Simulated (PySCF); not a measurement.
SMILES OB(O)O[SiH2][O][GeH3], PBE0/def2-SVP optimised geometry.

```
14

Ge     2.55    -1.03    -2.94
O      2.06     0.31    -1.86
Si     1.54     0.44    -0.31
O      0.32    -0.63     0.00
B     -1.05    -0.63     0.00
O     -1.68    -1.83     0.00
O     -1.80     0.51     0.00
H      1.27    -1.66    -3.52
H      3.36    -2.05    -2.12
H      3.40    -0.37    -4.03
H      1.04     1.83    -0.12
H      2.64     0.13     0.65
H     -2.64    -1.72     0.01
H     -1.28     1.32     0.01
```

Density from PBE0/def2-TZVP in PySCF at that geometry.

Minimum of the electron density along straight lines between bonded atoms, close to the bond critical point (lines longer than 1.1 times the sum of covalent radii, or with two minima, are not listed):

| bond | length / Å | ρ at the minimum / e bohr⁻³ | ∇²ρ there / e bohr⁻⁵ | position (fraction from the first atom) |
|---|---|---|---|---|
| Ge1–O2 | 1.787 | 0.135 | [?] | 0.47 |
| O2–Si3 | 1.642 | 0.138 | 0.83 | 0.59 |
| Si3–O4 | 1.656 | 0.132 | 0.80 | 0.41 |
| O4–B5 | 1.369 | 0.201 | 0.89 | 0.67 |
| B5–O6 | 1.358 | 0.216 | 0.88 | 0.33 |
| B5–O7 | 1.369 | 0.208 | 0.88 | 0.33 |
| Ge1–H8 | 1.536 | 0.136 | 0.05 | 0.59 |
| Ge1–H9 | 1.539 | 0.135 | 0.05 | 0.59 |
| Ge1–H10 | 1.535 | 0.136 | 0.05 | 0.59 |
| Si3–H11 | 1.496 | 0.121 | 0.14 | 0.49 |
| Si3–H12 | 1.487 | 0.125 | 0.13 | 0.49 |
| O6–H13 | 0.962 | 0.359 | -2.47 | 0.81 |
| O7–H14 | 0.962 | 0.358 | -2.46 | 0.81 |

Fill in the missing entries.


- Ge1–O2, ∇²ρ there / e bohr⁻⁵: 0.64
